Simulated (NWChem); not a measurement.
Molecule: AlI₃; SMILES [I][Al]([I])[I]

All runs: NWChem. Coordinates come from a PBE0/def2-SVP optimisation. No frequency run checked for a minimum. def2 effective core potentials on I; no spin-orbit coupling. Ions are spin-unrestricted doublets at the neutral geometry; other ion states weren't tried.

Task: Predict the results for PBE0/def2-SVP. Quantities: vertical ionisation energy, ΔSCF (eV); −ε(HOMO) (eV).

Result: 
| Quantity | Result |
|---|---|
| vertical ionisation energy, ΔSCF (eV) | 9.45 |
| −ε(HOMO) (eV) | 7.72 |
